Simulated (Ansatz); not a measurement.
The cluster Sn₂F₅⁻, relaxed as a singlet with RKS B3LYP-D4/def2-SVPD in Ansatz, starting from the GFN2-xTB geometry. Force threshold 0.02 eV/Å.

In the def2 sets Sn takes a core potential; there is no spin–orbit coupling. The structure comes from a short search, and lower isomers may exist.

Start:

```tsv
atom	x (Å)	y (Å)	z (Å)
Sn1	0.2970	-1.9866	-0.5810
Sn2	-0.0145	2.3144	0.4510
F3	-0.5238	2.4064	-1.6619
F4	-0.1129	-0.0665	0.9483
F5	-1.4232	3.5993	1.5145
F6	-0.6552	-3.8694	-0.0381
F7	2.4325	-2.3975	-0.6328
```

Estimate the energy that the relaxation releases and the steps that it takes.

137.0 kJ/mol, in 18 steps; 41 s on 4 threads of Intel Xeon 6975P-C on a shared host. The force fell under the threshold at step 16, but the optimiser went on. No frequencies were taken in this run, so the end may be a saddle point.

Does the start keep its bonding and symmetry?

By distances, no bond broke or formed. The bond that changes most is Sn1–F4, from 2.49 to 2.18 Å (atoms count from 1). The end is the same structure that another start reached, the lowest one found.

Predict the relaxed structure.


```xyz
7

Sn   -0.2047   -1.6164   -0.8858
Sn    0.4631    1.6932    0.5932
F     0.0064    1.6287   -1.3910
F    -0.6354   -0.1923    0.7141
F    -1.1810    2.7663    1.1334
F    -0.1905   -3.1807    0.4178
F     1.7422   -1.0988   -0.5818
```
Bond lengths (bridged metal pairs left out): 6 × F–Sn 2.04 to 2.19 Å.
